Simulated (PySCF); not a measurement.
Run record: geometry optimisation, `[Ga]([I])([I])[I]`.

Computed with PBE0-D3(BJ)/def2-SVP geometry optimisation, gas phase, def2 core potentials past Kr (PySCF 2.14.0). Start geometry: GFN2-xTB. The input is one job of a driver script: a line of settings, then coordinates in Å.

Input:
```
{"job": {"xc": "PBE0", "basis": "def2-SVP", "d3": "d3bj", "grid": 1, "maxiter": 30, "shake": 0.03, "kind": "geom"}, "charge": 0, "multiplicity": 1}
Ga     0.060780    -0.077850     0.012980
I      2.489280    -0.038700     0.006330
I     -1.287870     2.178040    -0.043340
I     -1.178900    -2.151920    -0.006430
```

Output:
```
step   0  E = -2817.66676481  max force = 0.031183
step   1  E = -2817.67158297  max force = 0.006183
step   2  E = -2817.67184893  max force = 0.002248
step   3  E = -2817.67190048  max force = 0.001075
step   4  E = -2817.67191125  max force = 0.000742
step   5  E = -2817.67191979  max force = 0.000339
optimisation converged
```

Energies in Eh; «max force» is the largest Cartesian gradient component in Eh/bohr.

Give the first gradient maximum in eV/Å.

With 1 Eh/bohr = 51.422 eV/Å, 1.603 eV/Å.

In short: final energy -2817.67192 Eh after 5 steps; dipole 0.01 D.

Give the final coordinates.

0.063 Å rms from the input after alignment:
```
atom  x, y, z in Å
Ga1    0.0211   -0.0223   -0.0090
I2     2.4916   -0.0092    0.0122
I3    -1.2252    2.1090   -0.0331
I4    -1.2043   -2.1680   -0.0005
```

Time: 3.1 min wall, 2.6 min CPU; peak memory 0.45 GiB. Hardware: one thread, Intel Xeon at 2.50 GHz (x86_64), on a shared host.
Labels such as C1 count atoms from 1, the log's own numbers from 0.
